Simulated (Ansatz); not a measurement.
Computed with Ansatz on PBE0-D4/def2-TZVP structures; ΔE is electronic, products minus reactants. CBS: MP2 limit from def2 TZ/QZ plus the TZ coupled-cluster correction, frozen cores. This one scheme is used for every species, atoms too. Open shells (•) are unrestricted, without spin–orbit coupling. Spin–orbit coupling would lower the free atoms: a little for Si; clearly for Ge. Bonds to Ge are less sure, by a few kJ/mol each and by 10 to 20 or more in all where they break to atoms, as the def2 sets lack core-valence functions. Scalar relativity is left out up to krypton.

Reaction (atomization): `[SiH2]1[SiH2][GeH2]1` → Ge• + 6 H• + 2 Si•

```
               species  CCSD(T)/CBS(def2) energy (Eh)
`[SiH2]1[SiH2][GeH2]1`                    -2657.83285
                   Ge•                    -2076.01830
                    H•                       -0.50000
                   Si•                     -288.94402
```

**Question.** Work out ΔE.

**Answer.** ΔE = 6 × (-0.50000) + 2 × (-288.94402) + (-2076.01830) − (-2657.83285) = 0.92651 Eh = +581.4 kcal/mol.

Largest T1 diagnostic among the species: 0.013.

From r2SCAN to r2SCAN0 (25 % exact exchange), in def2-TZVPP and without D4, ΔE moves by −4.5 kcal/mol: exact exchange takes away binding that semilocal exchange gives to molecules. At CCSD(T), def2-SVP lies −45.4 kcal/mol from the extrapolated value and def2-TZVPP −14.6 kcal/mol: correlation converges slowly with the basis, and small sets miss more of it in the bonded molecule than in its fragments. In def2-TZVPP, CCSD(T) changes the Hartree–Fock value by +142.6 kcal/mol (the triples alone add +7.0 kcal/mol) and MP2 by +133.3 kcal/mol; breaking electron pairs costs correlation energy, which Hartree–Fock lacks.

For atomizations the MP2-based limit and the directly extrapolated one differ by several kJ/mol either way, and by 10 to 25 for some Ge, Se and Sn compounds, so smaller differences from it don't rank the levels.
